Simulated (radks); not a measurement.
All-electron atom: the barium ion Ba34+ in [Ar] 3d4. All-electron calculation, Dirac Kohn-Sham, relativistic LDA (MacDonald-Vosko exchange, VWN5 correlation), spin-unpolarised, spherical densities, finite nucleus; open shells fill j = l - 1/2 first; Fermi nuclear charge, rms radius 4.8378 fm. Program: a radial shooting solver on a logarithmic mesh with Libxc functionals.

Normalised radial functions P(r) = r R(r) (large component), r in bohr:

r           3s1/2    3p1/2
0.003006   0.4083   0.0414
0.003731   0.4751   0.0562
0.00463    0.5463   0.0767
0.005793   0.6211   0.1063
0.00719    0.6886   0.1459
0.008995   0.7445   0.2023
0.01116    0.7726   0.2759
0.01385    0.7594   0.3729
0.01733    0.6824   0.5022
0.02151    0.5277   0.6556
0.02691    0.2690   0.8391
0.0334    -0.0744   1.0237
0.04146   -0.4831   1.1844
0.05186   -0.9063   1.2723
0.06437   -1.2038   1.2129
0.08053   -1.2535   0.9280
0.09995   -0.9343   0.3982
0.124     -0.2317  -0.3487
0.1552     0.7551  -1.2046
0.1926     1.6497  -1.8725
0.241      2.1522  -2.1546
0.2991     2.0466  -1.9386
0.3712     1.4863  -1.3769
0.4643     0.7877  -0.7301
0.5763     0.3050  -0.2881
0.721      0.0750  -0.0736
0.8948     0.0119  -0.0123

3s1/2: eigenvalue -2624.1 eV, 2 radial nodes at r = 0.0320, 0.131 bohr, <r> = 0.276 bohr, 90 % of the charge inside 0.402 bohr. 3p1/2: eigenvalue -2497.7 eV, 1 radial node at r = 0.113 bohr, <r> = 0.263 bohr, 90 % of the charge inside 0.392 bohr.
